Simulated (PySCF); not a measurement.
Sn(H)3(vinyl) (C2H6Sn), SMILES C=[CH][SnH3].

Coordinates come from a r2SCAN-D4/def2-SVP optimisation. The def2 effective core potentials stand for the cores of Sn; spin–orbit coupling is left out.

All values below come from B3LYP/def2-TZVPD run with PySCF.

Symmetry labels are those of the subgroup Cs that the program uses (full group Cs).

Computed valence orbital energies around the gap with their symmetry:
```
orbital  symmetry  energy (eV)
-------  --------  -----------
HOMO−7         A'       -15.73
HOMO−6         A'       -13.92
HOMO−5         A'       -12.38
HOMO−4         A'       -11.07
HOMO−3         A"        -9.01
HOMO−2         A'        -8.84
HOMO−1         A'        -8.14
HOMO           A"        -7.66
LUMO           A"        -0.65
LUMO+1         A'        -0.21
LUMO+2         A'         0.03
LUMO+3         A'         0.42
```
